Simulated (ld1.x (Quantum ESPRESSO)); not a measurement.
# Varying the TM potential for Ge

Base potential:

Ge, norm-conserving Troullier–Martins (Kleinman–Bylander form), made with ld1.x (Quantum ESPRESSO) 7.5 (PBE, scalar-relativistic). Core [Ar] 3d10, reference 4s2 4p1.5 (charge +0.5). Waves: 4s (bound): rc 1.90 bohr; 4p (bound): rc 2.40 bohr. Local part: the p channel. Core correction: none.

Cutoffs, loose and tight: the cutoffs (Ry, on a coarse ladder) from which the occupation-weighted sum of valence levels, in a spherical-Bessel basis at the reference potential, stays within 10 and 1 mRy of its value at 400 Ry. They do not see the model core or the augmentation charge, which bear on the density cutoff. Test errors are all-electron minus pseudo excitation energies from the reference, over the configurations 4s2 4p2; 4s2 4p1; 4s2 4p0; 4s2 4p2.3; 4s1 4p2; 4s1 4p0; 4s0 4p4. A dash means not determined; rows that change the core or the reference have their own tests.

```tsv
change	outcome	cutoff, loose	cutoff, tight	bound ghosts	largest test error (meV)
base	generated	25 Ry	40 Ry	none	+73
core correction a·sin(br)/r model core inside 0.78 bohr	generated	25 Ry	40 Ry	none	-280
core correction a·sin(br)/r model core inside 0.96 bohr	generated	25 Ry	40 Ry	none	-280
core correction a·sin(br)/r model core inside 1.16 bohr	generated	25 Ry	40 Ry	none	-277
core correction a·sin(br)/r model core inside 1.38 bohr	generated	25 Ry	40 Ry	none	-265
core correction a·sin(br)/r model core inside 1.48 bohr	generated	25 Ry	40 Ry	none	-261
core correction a·sin(br)/r model core inside 1.72 bohr	generated	25 Ry	40 Ry	none	-261
core correction a·sin(br)/r model core inside 1.88 bohr	generated	25 Ry	40 Ry	none	-251
```

(1) What comes out with this change to the base: core correction a·sin(br)/r model core inside 2.12 bohr?

(2) What comes out with this change to the base: core correction a·sin(br)/r model core inside 2.28 bohr?

## Answers

(1) outcome: generated; cutoff, loose: 25 Ry; cutoff, tight: 40 Ry; bound ghosts: none; largest test error (meV): -195.

(2) outcome: generated; cutoff, loose: 25 Ry; cutoff, tight: 40 Ry; bound ghosts: none; largest test error (meV): -145.
